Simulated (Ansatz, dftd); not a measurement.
Reaction: SiHCl2F (dichloro(fluoro)silane, SMILES F[SiH](Cl)Cl) → SiHCl2 (SMILES Cl[SiH]Cl, doublet) + F (doublet) (the F-Si bond breaks)
Each species at its own B3LYP-D3(BJ)/def2-TZVP minimum (Ansatz, an electronic-structure program).

Property: bond dissociation energy (electronic), in kcal/mol. Open shells are spin-unrestricted; no spin-orbit coupling. Correlated methods leave the cores frozen. Rows without X2C or -DK are non-relativistic. CBS(X,Y): correlation extrapolated as X^-3, Hartree-Fock from the larger set (Q,5: extrapolated as (X+1)exp(-9√X)). A bracket is a step between two methods taken in the basis named. The functionals are non-relativistic, so their misses hold any scalar relativity. Double hybrids freeze cores in their MP2 part. 'core' is core correlation in cc-pwCVTZ (1s frozen past Ne), 'X2C' scalar relativity in cc-pVTZ-DK, both at CCSD(T).

Compared with CCSD(T)/CBS(cc-pV(Q+d)Z,cc-pV(5+d)Z) + [CCSDT(Q) - CCSD(T)]/cc-pV(D+d)Z + core + X2C (Ansatz): 159.4 kcal/mol.

Costs are rough ratios of core time, to one figure, on one kind of shared machine, summed over the single points of the molecules; atoms, geometries and frequencies are left out. The first row took roughly 10 core seconds; short runs hold start-up time.

```
level                            program  cost relative to the first row  difference (kcal/mol)
------------------------  --------------  ------------------------------  ---------------------
B3LYP-D4/def2-TZVPD       Ansatz + dftd4                               1                   -7.6
B2PLYP-D3(BJ)/def2-TZVPD  Ansatz + dftd3                               1                   -5.0
B2PLYP/def2-TZVPD                 Ansatz                               1                   -5.3
B2GP-PLYP-D4/def2-TZVPD   Ansatz + dftd4                               1                   -4.2
CCSD(T)/cc-pV(T+d)Z               Ansatz                               4                   -5.5
```

The dearest row costs roughly 4 times the first. Costs within a factor of two don't rank. The table holds for this case alone.
